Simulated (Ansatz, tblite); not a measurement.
Cost and result up the ladder for the cluster BeBr₂ (the lowest singlet isomer of a short search) (3 atoms). Charge 0, multiplicity 1. Geometry: PBE-D4/def2-TZVP.

```xyz
3

Be    0.000    0.000    0.000
Br   -1.750    0.705    0.533
Br    1.749   -0.705   -0.533
```

Ansatz on 4 threads of Arm Neoverse V1 on a shared host; xTB runs through tblite on one thread. Times are rough, summed over both states, and most runs start from the orbitals of an earlier one. CCSD(T)/def2-TZVPP serves as the yardstick here, not as an exact answer. Differences are given only for rows in sets of like size (and for xTB, whose basis is part of the method), since another set adds its own error. The other state is a quintet at its own geometry.

The xTB rows come from tblite. LC-ωPBE has ω = 0.4 bohr⁻¹. HSE06 is defined as in plane-wave codes, on full-range PBE exchange. Correlated methods freeze 18 core orbitals; core or outer-core shells of Br are correlated, in sets that lack core-valence functions. At PBE0-D4/def2-TZVP a singlet of charge 0 lies 10.27 eV below the quintet, each at its own geometry. The structure comes from a short search, and lower isomers may exist.

Correlated methods converge slowly with the basis.

xTB has no spin-polarisation term.

| level | functions | wall time | quintet − singlet (eV) | difference from CCSD(T)/def2-TZVPP (eV) |
| --- | --- | --- | --- | --- |
| GFN1-xTB | 22 | 0.005 s | 10.46 | 0.17 |
| GFN2-xTB | 22 | 0.008 s | 11.48 | 1.18 |
| HF/STO-3G | 41 | 0.7 s | 9.73 | – |
| MP2/def2-TZVP | 115 | 2.2 s | 10.56 | 0.27 |
| LC-ωPBE/def2-TZVP | 115 | 5.6 s | 10.18 | -0.11 |
| RPA@PBE/def2-TZVP | 115 | 7.2 s | 9.75 | -0.54 |
| HSE06-D4/def2-TZVP (with forces) | 115 | 7.5 s | 10.27 | -0.02 |
| CCSD(T)/def2-TZVPP | 115 | 15 s | 10.29 | 0.00 |
